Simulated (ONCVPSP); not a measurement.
## Mn (Z = 25): variants of one ONCV potential

Base potential:

```
Element                 : manganese (Mn)
Generator               : ONCVPSP 4.0.1
Type                    : optimised norm-conserving Vanderbilt (ONCV)
Functional              : PBE
Relativity              : scalar-relativistic
Frozen core             : [Ne] 3s2
Valence charge          : 13
Reference configuration : 3p6 3d5 4s1 4p1
Partial waves           : 4s: rc 2.30 bohr, ncon 4, nbas 8, qcut 2.3 1/bohr, 2 projectors, debl 0.9 Ha; 3p+4p: rc 1.45 bohr, ncon 4, nbas 7, qcut 9.6 1/bohr, 2 projectors; 3d: rc 1.65 bohr, ncon 4, nbas 9, qcut 7.7 1/bohr, 1 projector
Local potential         : polynomial inside 1.35 bohr (lpopt 5, dvloc0 -1 Ha)
Core correction         : none
```

Cutoffs, loose and tight: the cutoffs (Ha) at which the residual kinetic energy of the hardest occupied pseudo-wave falls to 1 and 0.1 mHa per electron. They do not see the model core or the augmentation charge, which bear on the density cutoff. Test errors are all-electron minus pseudo excitation energies from the reference, over the configurations 3p6 3d5 4s2 4p0; 3p6 3d5 4s1 4p0; 3p6 3d5 4s0 4p0; 3p6 3d5 4s0 4p1. A dash means not determined; rows that change the core or the reference have their own tests.

A true bound ghost makes a file unfit for plane-wave use even where its test errors are small: the radial tests pick states by their node count and pass the ghost by.

| change | outcome | cutoff, loose | cutoff, tight | bound ghosts | GHOST(+) flags above zero | largest test error (meV) |
| --- | --- | --- | --- | --- | --- | --- |
| base | generated | 30 Ha | 85 Ha | s | none | +7.8 |
| d: rc 1.16; local potential polynomial inside 1.16 bohr (lpopt 5, dvloc0 -1 Ha) | generated | 224 Ha | 284 Ha | s | none | -5.3 |
| d: rc 1.34; local potential polynomial inside 1.34 bohr (lpopt 5, dvloc0 -1 Ha) | generated | 154 Ha | 180 Ha | s | none | +4.7 |
| d: rc 1.5 | generated | 57 Ha | 134 Ha | s | none | +6.4 |
| d: rc 1.66 | generated | 30 Ha | 79 Ha | s | none | +7.8 |
| d: rc 1.88 | generated | 30 Ha | 36 Ha | s | none | +7.6 |
| d: rc 2.02 | generated | 30 Ha | 36 Ha | s | none | +5.4 |
| d: rc 2.36 | generated | 30 Ha | 36 Ha | s | none | -8.1 |

Question: What comes out with this change to the base: d: rc 2.16?

Answer: outcome: generated; cutoff, loose: 30 Ha; cutoff, tight: 36 Ha; bound ghosts: s; GHOST(+) flags above zero: none; largest test error (meV): -4.2.

Reading the sweep of the d radius (base included, trends over the rows without a ghost): Bound ghosts are found at 1.16, 1.34, 1.5, 1.65, 1.66, 1.88, 2.02, 2.16, 2.36 bohr. Every judged row has one, so this setting neither creates nor removes them.
